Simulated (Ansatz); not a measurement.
Conformers of `N[SiH](Cl)[Si](N)(Cl)Cl`, each relaxed with PBE0-D4/def2-TZVP in Ansatz. CBS adds the triple-zeta coupled-cluster correction to the MP2 limit.

Not all of them had a frequency check.

Conformer A:

Z-matrix (Å, degrees):
```
Si
Cl 1 2.088
Si 1 2.330 2 103.5
N 1 1.695 2 115.6 3 -118.0
H 1 1.480 2 105.2 3 121.9
N 3 1.691 1 110.4 2 35.2
Cl 3 2.050 1 113.4 2 155.8
Cl 3 2.076 1 105.3 2 -89.1
H 4 1.008 1 120.4 2 76.0
H 4 1.007 1 122.2 2 -76.9
H 6 1.008 3 119.5 1 -40.9
H 6 1.007 3 122.2 1 167.2
```

Conformer B:

Z-matrix (Å, degrees):
```
Si
Cl 1 2.088
Si 1 2.331 2 102.2
N 1 1.698 2 115.0 3 118.8
H 1 1.479 2 105.6 3 -121.6
N 3 1.698 1 107.9 2 48.9
Cl 3 2.064 1 107.9 2 -75.9
Cl 3 2.051 1 113.2 2 166.5
H 4 1.007 1 121.1 2 -73.5
H 4 1.007 1 121.6 2 78.4
H 6 1.008 3 120.9 1 163.6
H 6 1.009 3 118.6 1 -50.8
```

(1) Which is lowest in electronic energy at CCSD(T)/CBS (frozen core, def2 sets), and by how much? (An estimate is asked.)

(2) Give the energies relative to A (kJ/mol) with PBE0-D4/def2-TZVPP, B2PLYP/def2-TZVPP, PBE/def2-TZVPP, SCS-MP2/def2-TZVPP, CCSD(T)/def2-TZVPP, MP2/def2-QZVPP, MP2/CBS(def2). (Best estimate.)

Results:

(1) Computed: A; B lies 4.1 kJ/mol higher.

(2) The calculation gave: 
```
             level    B
PBE0-D4/def2-TZVPP  3.9
 B2PLYP/def2-TZVPP  3.5
    PBE/def2-TZVPP  3.6
SCS-MP2/def2-TZVPP  3.1
CCSD(T)/def2-TZVPP  3.4
    MP2/def2-QZVPP  3.9
     MP2/CBS(def2)  4.1
```
